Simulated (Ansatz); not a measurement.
One change: `[OH][Ge]([OH])([F])[F]` becomes `[OH][Sn]([OH])([F])[F]`.

Ansatz, PBE0-D4/def2-TZVP geometries, multiplicity 1. Each molecule was computed in one conformer, which needn't be the lowest.

Elements past krypton have def2 core potentials. Scalar relativity is left out up to krypton.

| property | `[OH][Ge]([OH])([F])[F]` |
| --- | --- |
| HOMO–LUMO gap (B3LYP/def2-TZVPP) / eV | 8.68 |
| ideal-gas entropy at 298 K and 1 bar (rigid rotor, harmonic PBE0-D4/def2-TZVP) / J/(mol·K) | 340 |
| HOMO–LUMO gap (PBE/def2-TZVPP) / eV | 6.46 |
| size of the dipole moment (B3LYP/def2-TZVPP) / D | 0.02 |
| size of the dipole moment (PBE/def2-TZVPP) / D | 0.05 |
| zero-point energy (PBE0-D4/def2-TZVP) / kJ/mol | 85.2 |

(1) Give the same properties after the change, and the shifts. (Estimate.)

## Answers

(1) Computed: 
| property | `[OH][Sn]([OH])([F])[F]` | shift |
| --- | --- | --- |
| HOMO–LUMO gap (B3LYP/def2-TZVPP) / eV | 6.89 | -1.79 |
| ideal-gas entropy at 298 K and 1 bar (rigid rotor, harmonic PBE0-D4/def2-TZVP) / J/(mol·K) | 363 | 23 |
| HOMO–LUMO gap (PBE/def2-TZVPP) / eV | 4.74 | -1.72 |
| size of the dipole moment (B3LYP/def2-TZVPP) / D | 0.53 | 0.51 |
| size of the dipole moment (PBE/def2-TZVPP) / D | 0.55 | 0.50 |
| zero-point energy (PBE0-D4/def2-TZVP) / kJ/mol | 79.8 | -5.4 |

With PBE0 the HOMO rises by 0.17 eV and the LUMO falls by 1.65 eV, so the gap narrows by about 1.82 eV. PBE moves the HOMO by 0.13 eV and ωB97M-V by 0.16 eV. Dipoles are sizes alone; their direction can turn.

B3LYP here is the variant with VWN-RPA as its local correlation; programs differ in this.
